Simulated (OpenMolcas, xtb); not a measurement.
## CH5FGeO (SMILES [CH3][GeH]([OH])[F]): the energy, rung by rung

CH5FGeO: 9 atoms, total charge 0, spin state singlet. As SMILES, `[CH3][GeH]([OH])[F]`. The coordinates come from a PBE0-D4/def2-TZVP relaxation. This is one conformer, not always the lowest.

```tsv
atom	x (Å)	y (Å)	z (Å)
C	-0.6690	0.9769	-0.5842
Ge	0.0883	-0.6437	0.1215
O	1.2700	-0.1707	1.3455
F	0.9744	-1.4386	-1.1538
H	0.1389	1.6249	-0.9246
H	-1.2379	1.4935	0.1897
H	-1.3271	0.7513	-1.4235
H	-0.8655	-1.7251	0.6568
H	1.7165	-0.9147	1.7555
```

Quantity: the energy change with the Ge2–F4 bond stretched from 1.745 to 3.140 Å, in eV. The values are calculated.

```csv
level,kind,program,value (eV),CPU time (all runs)
GFN0-xTB,semi-empirical,xtb,0.92,under 2 s
HF/cc-pVDZ (unrestricted),Hartree–Fock,OpenMolcas,3.96,29 s
SVWN5/cc-pVDZ (restricted),LDA,OpenMolcas,4.39,89 s
PBE/cc-pVDZ (restricted),GGA,OpenMolcas,3.94,2.4 min
revPBE/cc-pVDZ (restricted),GGA,OpenMolcas,3.79,2.3 min
TPSS/cc-pVDZ (restricted),meta-GGA,OpenMolcas,4.07,2.8 min
r2SCAN/cc-pVDZ (restricted),meta-GGA,OpenMolcas,4.31,2.6 min
M06-2X/cc-pVDZ (restricted),hybrid meta-GGA,OpenMolcas,4.93,2.4 min
B2PLYP/cc-pVDZ (restricted),double hybrid,OpenMolcas,4.45,87 s
MP2/cc-pVDZ (restricted),perturbation theory,OpenMolcas,4.93,24 s
```

All-electron rows without a relativistic Hamiltonian named are non-relativistic. The first shape isn't each level's own minimum. The values span 0.92 to 4.93 eV. Spin contamination of the reference (⟨S²⟩ at least 0.1 too high) touches HF/cc-pVDZ. In the correlated wave-function rows the outer d shell of Ge is correlated, in sets not made for it. CPU times are rough (shared hosts, several kinds of processor and program).
